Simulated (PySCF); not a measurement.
CH8O2Si2. Atoms are numbered in the order given.

```xyz
13

Si     1.6860     0.9321    -0.0107
Si    -0.3504    -0.2262     0.0239
C     -1.7482     0.8039    -0.6804
O     -0.2516    -1.6704    -0.8157
O     -0.5951    -0.6245     1.6195
H      2.0247     1.3179    -1.4196
H      2.7986     0.0871     0.5216
H      1.6081     2.1911     0.7957
H     -1.8832     1.7236    -0.0900
H     -2.7000     0.2477    -0.6647
H     -1.5438     1.1028    -1.7215
H     -0.5400    -1.6615    -1.7323
H     -1.2010    -1.3556     1.7787
```

Geometry: PBE0-D3(BJ)/def2-SVP. The structure was generated by enumeration, and PubChem lists no compound with its InChIKey, so it may never have been made. One conformer was computed; it need not be the lowest.

Computed with PBE/pcSseg-1 in PySCF.

GIAO shieldings, no solvent; atoms listed in one row are averaged. δ = σ(ref) − σ: ²⁹Si against TMS (σ = 335.4 ppm); ¹³C against TMS (σ = 182.0 ppm); ¹⁷O against H2O (σ = 334.3 ppm); ¹H against TMS (σ = 31.49 ppm), references at their B3LYP-D3(BJ)/def2-TZVP geometries, non-relativistic.

Question: Estimate the chemical shifts. (An estimate is asked for; the answer gives what the named calculation found.)

Answer: 
```csv
nucleus,atoms,count,δ (ppm)
²⁹Si,Si2,1,16.8
²⁹Si,Si1,1,-121.5
¹³C,C3,1,8.8
¹⁷O,O4,1,74.0
¹⁷O,O5,1,69.6
¹H,"H6, H7, H8",3,3.60
¹H,H13,1,1.68
¹H,H12,1,1.27
¹H,"H9, H10, H11",3,0.48
```
